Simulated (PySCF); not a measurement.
Ta(O)(OH)(NH2)2 (H5N2O2Ta), SMILES [Ta]([NH2])([NH2])(=[O])[OH], multiplicity 1.

Coordinates come from a PBE-D3(BJ)/def2-SVP optimisation. The spin state was assumed, not searched. The def2 effective core potentials stand for the cores of Ta; spin–orbit coupling is left out. One conformer was computed; it need not be the lowest.

These are PySCF with PBE-D3(BJ)/def2-SVP values and carry that method's errors.

Frequencies are harmonic and unscaled.

| mode | ν (cm⁻¹) | IR (km/mol) | moving atoms (share of kinetic energy) |
|---|---|---|---|
| 1 | 162 | 2.8 | H 40 %, O 38 %, N 13 %, Ta 10 % |
| 2 | 166 | 8.3 | O 41 %, H 23 %, N 22 %, Ta 13 % |
| 3 | 174 | 2.8 | H 38 %, O 37 %, N 24 % |
| 4 | 175 | 0.1 | N 42 %, H 26 %, O 21 %, Ta 12 % |
| 5 | 189 | 5.4 | N 46 %, O 32 %, H 21 % |
| 6 | 275 | 50.6 | H 75 %, O 19 % |
| 7 | 312 | 54.5 | H 65 %, O 30 % |
| 8 | 359 | 6.1 | H 88 %, O 11 % |
| 9 | 416 | 122.0 | H 80 %, N 19 % |
| 10 | 457 | 284.9 | H 78 %, N 21 % |
| 11 | 480 | 100.5 | H 72 %, O 25 % |
| 12 | 550 | 0.1 | H 78 %, N 21 % |
| 13 | 568 | 13.5 | H 76 %, N 19 % |
| 14 | 647 | 129.6 | N 71 %, H 15 %, Ta 13 % |
| 15 | 658 | 44.2 | N 79 %, H 14 % |
| 16 | 682 | 78.6 | O 74 %, H 15 %, Ta 10 % |
| 17 | 957 | 116.9 | O 91 %, Ta 9 % |
| 18 | 1463 | 32.4 | H 90 %, N 10 % |
| 19 | 1465 | 22.0 | H 90 %, N 10 % |
| 20 | 3469 | 79.0 | H 96 % |
| 21 | 3471 | 35.3 | H 96 % |
| 22 | 3564 | 9.2 | H 92 %, N 8 % |
| 23 | 3564 | 52.1 | H 92 %, N 8 % |
| 24 | 3796 | 175.1 | H 94 % |
